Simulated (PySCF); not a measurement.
Relaxation of quartet MoH3

These are results of UPBE0 in PySCF with Mo def2-TZVP with ECP28, H def2-TZVP; scalar-relativistic core potentials, no spin–orbit coupling; density-fitted integrals, not measurements. A (50,194) grid was used.

A start displaced from a saddle point along its imaginary mode, of Cs symmetry, held to at least that symmetry:

Coordinates in bohr (charge 0 multiplicity 4):
```
Mo    0.0023    0.0000   -0.0145
H    -0.2268    0.0000    3.1319
H     3.2660    0.0000   -0.9711
H    -3.2656    0.0000   -0.7525
```

Optimiser trace:
```csv
step,E − E(last) (kJ/mol),largest gradient (Eh/bohr)
0,5.58,0.00110
1,5.49,0.00108
2,5.39,0.00117
3,5.27,0.00126
4,5.14,0.00134
5,4.99,0.00143
6,4.82,0.00151
7,4.63,0.00159
8,4.42,0.00165
9,4.19,0.00171
10,3.94,0.00175
11,3.67,0.00178
12,3.39,0.00178
13,3.10,0.00177
14,2.81,0.00174
15,1.90,0.00849
16,0.54,0.00202
17,0.26,0.00210
18,0.11,0.00140
19,0.05,0.00092
20,0.01,0.00071
21,0.01,0.00063
22,0.00,0.00023
```

It ends at C2v with Mo–H 1.702 Å (×2), Mo–H 1.825 Å; H–Mo–H 80.8°, H–Mo–H 139.6° (×2) (after a last refinement on a finer grid). A frequency run shows 1 imaginary mode, down to 993i cm⁻¹, so it is a saddle point.

With open d or f shells other occupations or spin states may lie lower.

The relaxation took about 70 core-seconds on a shared host.
